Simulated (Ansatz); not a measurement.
Two structures of BNH4F2, singlet, reached by relaxing down either side of one saddle point (PBE0-D4/def2-TZVP). Energies are electronic, without zero-point energy. Program: Ansatz 0.2.0. Basis: def2-TZVPP and def2-QZVPP. Cores are frozen in the correlated methods. Extrapolation: Hartree–Fock as exp(−7.88 √X), correlation as X^−2.97. First:

B1  (-0.258, -0.791, -0.186)
N2  (1.113, -0.549, -0.191)
F3  (-0.990, -0.635, -1.285)
F4  (-0.882, -1.192, 0.918)
H5  (-0.770, 2.127, 0.577)
H6  (-1.497, 1.956, 0.556)
H7  (1.683, -0.666, 0.626)
H8  (1.602, -0.250, -1.015)
(Å)

Second:

B1  (-0.838, -0.137, 0.021)
N2  (0.805, 0.184, 0.016)
F3  (-1.166, -0.089, -1.318)
F4  (-0.901, -1.409, 0.551)
H5  (0.993, 1.096, -0.387)
H6  (-1.346, 0.728, 0.704)
H7  (1.180, 0.153, 0.958)
H8  (1.272, -0.525, -0.545)
(Å)

(1) Which bonds change from the first to the second?

(2) Give the saddle point's structure and its height above each. (To be estimated.)

T1 diagnostic: at most 0.012.

Results:

(1) BNH₂F₂ ([NH2][B]([F])[F]) + H₂ → BHF₂ ([F][BH][F]) + NH₃ (still joined by a long B–N bond); bonds formed: B1–H6, N2–H5; bonds broken: H5–H6; bonds weakened to dative contacts: B1–N2.

(2) By the calculation: 2.042 eV above the first and 1.887 eV above the second (CCSD(T) at an estimated basis limit (MP2 extrapolated from triple and quadruple zeta, plus CCSD(T) − MP2 in triple zeta)).
```
8
angstrom
B -0.6185 -0.2532 -0.0339
N 0.9066 0.0224 -0.0388
F -1.1482 -0.4591 -1.2565
F -1.0392 -1.0276 0.9865
H 0.0472 1.0104 0.2520
H -0.9773 1.0855 0.3228
H 1.4540 -0.3932 0.7007
H 1.3755 0.0148 -0.9327
```

Labels in which every atom is bracketed show which atoms are joined, not bond orders.

For scale, one of the runs: CCSD(T)/def2-TZVPP, 180 basis functions, launched by `ansatz run in.yaml --threads 2 --pin off --events-out ev --progress --plain --max-ram 4352MiB`. Hardware: 2 CPU threads of an Intel Xeon Platinum 8488C, shared host. Wall time 40 s; peak host memory 1.9 GiB.
